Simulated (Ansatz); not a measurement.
Consider the cleavage of the B–Al bond: `[NH2][AlH][BH]F` + `OCS` → `FBOCS` + `[NH2][AlH2]`.

Calculated with Ansatz (gas phase, PBE0-D4/def2-TZVP geometries, no zero-point term in ΔE). CBS: MP2 limit from def2 TZ/QZ plus the TZ coupled-cluster correction, frozen cores. This one scheme is used for every species. DFT in def2-TZVPP. One conformer a species, not always the lowest.

CCSD(T)/CBS gives -47.3 kcal/mol.

(1) Another level gave -47.0 kcal/mol. Which?
A. CAM-B3LYP/def2-TZVPP
B. PBE-QIDH/def2-TZVPP
C. BLYP/def2-TZVPP
D. revPBE-D4/def2-TZVPP

Largest T1 diagnostic among the species: 0.014.

## Answers

(1) C. BLYP -47.0, PBE-QIDH -48.5, CAM-B3LYP -49.7, revPBE-D4 -45.2 kcal/mol.

Leaving LDA and LC-ωPBE aside and taking each functional with its dispersion term where it has one, the values, not all of them listed here, spread over 7.8 kcal/mol, from B97M-V to revPBE-D4. LDA lies −4.0 kcal/mol from PBE without D4. At CCSD(T), def2-SVP lies −6.2 kcal/mol from the extrapolated value and def2-TZVPP −0.9 kcal/mol.
